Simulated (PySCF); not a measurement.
Ionisation energy of Tc(5+) by level of theory

Tc(5+) [Kr] 4d2 (3F) → Tc(6+) [Kr] 4d1 (2D), as a difference of total energies. Calculation: PySCF 2.14, in an even-tempered Gaussian basis (22 s from 0.11 bohr⁻², ratio 2.5; 16 p from 0.14 bohr⁻², ratio 2.5; 11 d from 0.14 bohr⁻², ratio 2.5; 5 f from 0.58 bohr⁻², ratio 2.7; 5 g from 0.87 bohr⁻², ratio 2.7); the spin-free X2C one-electron Hamiltonian (Gaussian nucleus). Correlated levels: outer shells: [Ar] 3d10 frozen; virtual orbitals above 40 to 60 times the deepest correlated orbital energy dropped. The calculations carry no spin-orbit coupling.

```tsv
method	ionisation energy (eV)
UHF	72.296
LDA	73.226
PBE	73.262
PBE0	73.296
r2SCAN	73.302
MP2 (outer shells)	72.841
SCS-MP2 (outer shells)	72.784
```

Task: How much does correlation contribute at MP2 (outer shells)?

Result: 72.841 − (72.296) = 0.545 eV, measured against UHF.

A first-order spin-orbit estimate (lowest level to lowest level, LS coupling) adds 0.054 eV.

For comparison: 72 ± 2 eV (theoretical estimate listed by NIST; NIST Atomic Spectra Database, ionization energies).
